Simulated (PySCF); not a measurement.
BiF2Cl, SMILES [F][Bi]([F])[Cl].

Coordinates come from a PBE0-D3(BJ)/def2-SVP optimisation. The def2 effective core potentials stand for the cores of Bi; spin–orbit coupling is left out.

These are PySCF with ωB97X/def2-TZVPD values and carry that method's errors.

Symmetry labels are those of the subgroup Cs that the program uses (full group Cs).

### Question
List the valence orbital energies around the gap with their symmetry. (An estimate is asked for; the answer gives what the named calculation found.)

### Answer

| orbital | symmetry | energy (eV) |
|---|---|---|
| HOMO−7 | A' | -14.70 |
| HOMO−6 | A' | -14.49 |
| HOMO−5 | A" | -13.91 |
| HOMO−4 | A" | -13.69 |
| HOMO−3 | A' | -13.66 |
| HOMO−2 | A' | -12.08 |
| HOMO−1 | A" | -11.92 |
| HOMO | A' | -11.67 |
| LUMO | A" | -0.23 |
| LUMO+1 | A' | -0.22 |
| LUMO+2 | A' | 0.08 |
| LUMO+3 | A' | 1.71 |
